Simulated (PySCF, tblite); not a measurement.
A set of runs on `[O]([GaH][NH]C)CC`; the geometry of each is named by its level. Settings lines and outputs come from a driver script.

Species: C₃H₁₀GaNO.
SMILES with atom numbers: `[CH3:1][CH2:2][O:3][GaH:4][NH:5][CH3:6]` (hydrogens: H7, H8, H9 on C1; H10, H11 on C2; H12 on Ga4; H13 on N5; H14, H15, H16 on C6)

Step 1: GFN2-xTB harmonic vibrations, gas phase (tblite 0.8.0) (on the GFN2-xTB geometry)
```json
{"job": {"kind": "ir", "xc": "GFN2-xTB", "basis": "xTB"}, "charge": 0, "multiplicity": 1}
```
```
(table of modes left out)
```

42 modes from 39 to 3358 cm⁻¹ (unscaled, harmonic); zero-point energy 78.4 kcal/mol; all wavenumbers are real at this level.

Hardware: one thread of an x86-64 server, on a shared host.

Step 2: PBE0-D3(BJ)/def2-SVP geometry optimisation, gas phase (PySCF 2.14.0) (from the GFN2-xTB geometry)
```json
{"job": {"xc": "PBE0", "basis": "def2-SVP", "d3": "d3bj", "grid": 1, "kind": "geom"}, "charge": 0, "multiplicity": 1}
```
```
step   0  E = -2174.22102445  max force = 0.025396
step   1  E = -2174.22426073  max force = 0.013997
step   2  E = -2174.22470171  max force = 0.002899
step   3  E = -2174.22473913  max force = 0.001419
step   4  E = -2174.22476049  max force = 0.000711
step   5  E = -2174.22476538  max force = 0.000292
optimisation converged
```

Final energy -2174.22477 Eh after 5 steps; dipole 0.63 D. Energies in Eh; «max force» is the largest Cartesian gradient component in Eh/bohr.

The run took 79 s of wall time on an x86-64 server with one thread, no GPU, on a shared host.

Step 3: TDDFT wB97X-D/def2-SVPD, vertical, gas phase, core orbitals frozen in the response (PySCF 2.14.0, density-fitted response routines) (on the PBE0-D3(BJ)/def2-SVP geometry)
```json
{"job": {"kind": "uv", "xc": "wB97X-D", "basis": "def2-SVPD", "ip": true}, "charge": 0, "multiplicity": 1}
```
```
...
Static polarisability (au): isotropic 79.335, principal 63.235 73.914 100.855
Singlet excitations
state   eV       nm        f      main configurations
  1   5.7264    216.5   0.15100   H->L 0.97
  2   5.7840    214.4   0.01767   H->L+1 0.73, H->L+2 0.11, H->L+3 0.09
  3   6.4672    191.7   0.00440   H-2->L 0.95
  4   6.5175    190.2   0.00000   H->L+2 0.65, H->L+3 0.12
  5   6.7591    183.4   0.01177   H-1->L 0.81
  6   7.0338    176.3   0.02602   H-1->L+1 0.45, H-1->L+2 0.27, H->L+2 0.11
  7   7.3243    169.3   0.08389   H-2->L+1 0.54, H-2->L+2 0.26, H-1->L 0.13
  8   7.3735    168.1   0.01429   H->L+3 0.46, H->L+6 0.13, H->L+1 0.11
  9   7.4740    165.9   0.00425   H->L+6 0.68, H->L+5 0.08
 10   7.7956    159.0   0.01795   H-3->L 0.91
Triplet excitations (Tamm-Dancoff, eV): 4.8828 5.5560 6.2578 6.2759
Vertical ionisation energy (delta-SCF) = 8.6157 eV
```

HOMO -8.43 eV, LUMO 1.37 eV; lowest singlet 5.73 eV; lowest triplet 4.88 eV (Tamm–Dancoff); mean polarisability 79.3 au.

Time: 1.9 min of wall time. Hardware: an x86-64 server with one thread, shared host.

Geometry of the electronic-property runs (PBE0-D3(BJ)/def2-SVP):
```
atom  x, y, z in Å
C1     2.6953   -0.2583   -0.7015
C2     2.2421   -0.1443    0.7407
O3     0.8663   -0.0229    0.9262
Ga4   -0.4864    0.0363   -0.2368
N5    -2.0564    0.1939    0.6463
C6    -3.3796    0.2761    0.0872
H7     2.4033    0.6298   -1.2857
H8     3.7911   -0.3512   -0.7580
H9     2.2573   -1.1439   -1.1906
H10    2.7434    0.7273    1.2062
H11    2.5996   -1.0314    1.2998
H12   -0.3831   -0.0353   -1.7856
H13   -2.0311    0.2359    1.6592
H14   -4.0377   -0.5519    0.4132
H15   -3.8971    1.2211    0.3402
H16   -3.3333    0.2270   -1.0124
```

 (This holds for the electronic-property runs.)

One conformer stands for the species.

The pairwise dispersion term of wB97X-D wasn't added to the energies; at a given geometry it leaves orbitals and properties as they are.
